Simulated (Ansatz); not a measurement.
```xyz
11

O    -0.7344   -0.7470   -1.5894
Mo   -0.0253    0.0189   -0.0020
O     0.4789    0.9524    1.5749
O     0.1508   -1.7489    0.4785
O     1.7488    0.2755   -0.4187
F    -1.6946    0.1369    0.8447
F    -0.5280    1.5798   -0.9125
H    -1.1379   -0.1261   -2.2055
H    -0.2465    1.2092    2.1543
H    -0.3264   -2.4731    0.0611
H     2.3146    0.9224    0.0147
```

Charge 0, multiplicity 1. Mo takes the def2 core potential.

Question: List the ωB97M-V/def2-TZVPP orbital energies in eV (Ansatz 0.2.0). (Best estimate.)

Answer: Ansatz gave: Occupied: -677.07, -677.06, -527.44, -527.44, -526.75, -526.74, -78.87, -51.43, -51.40, -51.24, -34.91, -34.83, -31.36, -31.26, -30.95, -30.34, -18.63, -18.62, -17.49, -16.95, -16.29, -16.05, -15.32, -15.19, -15.07, -13.87, -13.63, -13.56, -13.49, -13.06, -12.68, -12.07, -12.04, -11.88. Lowest empty: -1.45, -1.45, -1.33, 1.32, 1.53, 1.81, 1.95, 2.64.
